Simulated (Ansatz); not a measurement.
Two isomers of C3H7GeN: A = `C=[C]1[CH2][GeH]1[NH2]`, B = `CC#[C][GeH2][NH2]`.

Calculated with Ansatz (gas phase, PBE0-D4/def2-TZVP geometries, no zero-point term in ΔE). CCSD(T)/CBS is the MP2 limit (def2-TZVPP, def2-QZVPP) plus CCSD(T) − MP2 in def2-TZVPP, frozen cores. Functionals use def2-TZVPP. B3LYP here is the variant with VWN-RPA as its local correlation; programs differ in this. For Ge outer-core shells are correlated without core-valence functions, which leaves a few kJ/mol of doubt a bond. Scalar relativity is left out up to krypton. Each species was taken in one conformer, which may not be the lowest.

**Question.** Which isomer does CCSD(T)/CBS put lower? Give the gap. (Best estimate.)

**Answer.** Computed: B, by 17.7 kcal/mol.

**Question.** Give E(B) − E(A) in kcal/mol with PBE-D4, CCSD/def2-TZVPP, PBE0-D4, B2PLYP, B3LYP-D4, ωB97M-V, r2SCAN-D4. (Best estimate.)

**Answer.** Computed: PBE-D4 -12.8, CCSD/def2-TZVPP -20.7, PBE0-D4 -14.3, B2PLYP -20.7, B3LYP-D4 -18.5, ωB97M-V -18.0, r2SCAN-D4 -15.8. None reverses the order clearly.

Largest T1 diagnostic: 0.012.

In def2-TZVPP, CCSD(T) changes the Hartree–Fock value by +9.4 kcal/mol (the triples alone add +1.2 kcal/mol) and MP2 by +8.5 kcal/mol. The D4 term adds +1.2 kcal/mol with B3LYP and +0.6 kcal/mol with PBE0; it sums over pairs of atoms, weighted by their polarisabilities, and B3LYP, whose exchange is more repulsive, gets the larger term.
